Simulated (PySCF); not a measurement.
Predicted microwave data (PBE0-D3(BJ)/def2-TZVP geometry optimisation, gas phase in PySCF 2.14.0) for one isomer of C7H6O2:

```
Rotational constants : A = 3921, B = 1239, C = 941.4 MHz
Dipole components    : |μa| = 1.44 D, |μb| = 1.43 D, |μc| = 0.00 D
Inertial defect      : 0.00 u·Å²
κ                    : -0.80
```

Question: Which candidate fits, each taken in the one conformer that was computed?
A. `[O:1]=[C:2]([OH:3])[c:4]1[cH:5][cH:6][cH:7][cH:8][cH:9]1` with O1–C2–O3–H 0°, O1–C2–C4–C5 0° (benzoic acid)
B. `[O:1]=[CH:2][c:3]1[cH:4][cH:5][cH:6][cH:7][c:8]1[OH:9]` with O1–C2–C3–C4 180°, C7–C8–O9–H 180° (salicylaldehyde)

Answer: A. It is O=C(O)c1ccccc1, an asymmetric top, point group Cs. The candidates at the same level (rigid rotor, commonest isotopes):

```
        SMILES  A (MHz)  B (MHz)  C (MHz)  μa (D)  μb (D)  μc (D)  Δ (u·Å²)  point group           rotor
O=C(O)c1ccccc1     3921     1239    941.4    1.44    1.43    0.00      0.00           Cs  asymmetric top
  O=Cc1ccccc1O     3277     1511     1034    2.52    1.71    0.00      0.00           Cs  asymmetric top
```

`O=Cc1ccccc1O` has B 22 % too high. In the right answer the mirror of this Cs structure is the ab plane, so μc vanishes by symmetry. No structure here is proved a minimum.
